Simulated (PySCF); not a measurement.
HSi, SMILES [SiH] (connectivity only; charge and spin as stated), charge +1, multiplicity 1. Atoms are numbered in the order given.

```xyz
2

Si     0.0000     0.0000    -0.1012
H      0.0000     0.0000     1.4164
```
Charge +1, spin multiplicity 1.

Geometry: r2SCAN-D4/def2-TZVPD.

All values below come from PBE0/pcSseg-2 run with PySCF.

GIAO shieldings, no solvent; atoms alike by connectivity are averaged. δ = σ(ref) − σ: ²⁹Si against TMS (σ = 341.9 ppm); ¹H against TMS (σ = 31.54 ppm), references at their B3LYP-D3(BJ)/def2-TZVP geometries, non-relativistic.

```json
[
 {"nucleus": "²⁹Si", "atoms": "Si1", "count": "1", "δ (ppm)": "871.5"},
 {"nucleus": "¹H", "atoms": "H2", "count": "1", "δ (ppm)": "8.35"}
]
```
